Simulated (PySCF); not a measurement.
SMILES C=Cc1ccc(-c2cccs2)s1 (C10H8S2), GFN2-xTB optimised geometry.

```
20

C      2.64    -3.86     0.00
C      1.47    -3.23     0.00
C      1.29    -1.80     0.00
C      2.22    -0.79     0.00
C      1.66     0.49     0.00
C      0.29     0.48     0.00
C     -0.60     1.60     0.00
C     -1.97     1.60     0.00
C     -2.52     2.89     0.00
C     -1.58     3.87     0.00
S      0.02     3.23     0.00
S     -0.32    -1.15     0.00
H      3.58    -3.33     0.00
H      2.70    -4.93     0.00
H      0.55    -3.80     0.00
H      3.28    -0.97     0.00
H      2.24     1.40     0.00
H     -2.55     0.69     0.00
H     -3.58     3.09     0.00
H     -1.71     4.93     0.00
```

Density from PBE0/def2-SVP (PySCF) at that geometry.

Minimum of the electron density along straight lines between bonded atoms, close to the bond critical point (lines longer than 1.1 times the sum of covalent radii, or with two minima, are not listed):

| bond | length / Å | ρ at the minimum / e bohr⁻³ | ∇²ρ there / e bohr⁻⁵ | position (fraction from the first atom) |
|---|---|---|---|---|
| C1–C2 | 1.331 | 0.339 | … | 0.49 |
| C2–C3 | 1.438 | 0.283 | -0.70 | 0.49 |
| C3–C4 | 1.374 | 0.315 | -0.79 | 0.51 |
| C4–C5 | 1.399 | 0.303 | -0.76 | 0.50 |
| C5–C6 | 1.374 | 0.315 | -0.78 | 0.48 |
| C6–C7 | 1.426 | 0.287 | -0.71 | 0.50 |
| C7–C8 | 1.371 | 0.316 | -0.79 | 0.52 |
| C8–C9 | 1.407 | 0.298 | -0.74 | 0.50 |
| C9–C10 | 1.359 | 0.323 | -0.82 | 0.49 |
| C7–S11 | 1.743 | 0.207 | -0.43 | 0.47 |
| C10–S11 | 1.719 | 0.216 | -0.47 | 0.47 |
| C3–S12 | 1.741 | 0.209 | -0.43 | 0.46 |
| C6–S12 | 1.738 | 0.209 | -0.43 | 0.47 |
| C1–H13 | 1.076 | 0.283 | -1.08 | 0.63 |
| C1–H14 | 1.075 | 0.284 | -1.09 | 0.63 |
| C2–H15 | 1.082 | 0.283 | -1.08 | 0.63 |
| C4–H16 | 1.075 | 0.284 | -1.09 | 0.63 |
| C5–H17 | 1.076 | 0.284 | -1.09 | 0.63 |
| C8–H18 | 1.076 | 0.284 | -1.09 | 0.63 |
| C9–H19 | 1.075 | 0.284 | -1.10 | 0.63 |
| C10–H20 | 1.072 | 0.286 | -1.12 | 0.64 |

Question: Some entries are withheld; supply them.

Answer: 
- C1–C2, ∇²ρ there / e bohr⁻⁵: -0.90
